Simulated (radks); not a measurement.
Question: All-electron atom: Br in [Ar] 3d9.5 4s2 4p5.5 (fractional occupations, a model configuration). Calculated with a radial shooting solver on a logarithmic mesh with Libxc functionals: Dirac Kohn-Sham, PBEsol, spin-unpolarised, spherical densities, finite nucleus; open shells fill j = l - 1/2 first; Fermi nuclear charge, rms radius 4.1629 fm. Some entries of the table are withheld. Estimate them.

orbital,occ.,eigenvalue (eV),<1/r> (bohr^-1),r(max) (bohr)
1s1/2,2,-13310.50,35.64,(1)
2s1/2,2,-1739.186,7.950,0.1594
2p1/2,2,(2),7.919,0.1253
2p3/2,4,(3),7.659,0.1285
3s1/2,2,-243.8096,2.615,(4)
3p1/2,2,-184.0337,(5),(6)
3p3/2,4,-177.1178,(7),(8)
3d3/2,4,-73.4123,(9),0.4264
3d5/2,5.5,-72.2986,(10),0.4290
4s1/2,2,-21.2318,0.8151,1.394
4p1/2,2,-8.8600,0.6636,1.602
4p3/2,3.5,-8.3161,0.6469,1.635

Answer: 
(1) 1s1/2 r(max) (bohr): 0.02793
(2) 2p1/2 eigenvalue (eV): -1567.295
(3) 2p3/2 eigenvalue (eV): -1519.859
(4) 3s1/2 r(max) (bohr): 0.4836
(5) 3p1/2 <1/r> (bohr^-1): 2.501
(6) 3p1/2 r(max) (bohr): 0.4744
(7) 3p3/2 <1/r> (bohr^-1): 2.439
(8) 3p3/2 r(max) (bohr): 0.4830
(9) 3d3/2 <1/r> (bohr^-1): 2.187
(10) 3d5/2 <1/r> (bohr^-1): 2.171
